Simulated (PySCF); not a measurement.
Zn(NH2)(SH) (H3NSZn), SMILES [Zn]([SH])[NH2]. The structure is a stationary point at B3LYP-D3(BJ)/def2-TZVP. The values are those of a single conformer.

Calculation: B3LYP-D3(BJ)/def2-TZVP (PySCF).

Harmonic wavenumbers (cm⁻¹): 128, 129, 182, 368, 412, 656, 674, 752, 1561, 2664, 3525, 3614. Rotational constants (GHz): 148.9, 2.529, 2.520; symmetry number 1.

Q: Work out the zero-point energy and the ideal-gas rigid-rotor harmonic-oscillator thermochemistry at 298.15 K and 1 atm.

A: ZPE = ½ Σ hcν = ½ × 14665 cm⁻¹ = 20.96 kcal/mol. H − E(el) = 25.18 kcal/mol. Entropy in cal/(mol K): translation 40.12, rotation 23.34, vibration 11.21, total 74.68. G − E(el) = 2.92 kcal/mol. Cp = 19.24 cal/(mol K). Modes under 150 cm⁻¹ make the vibrational entropy uncertain.
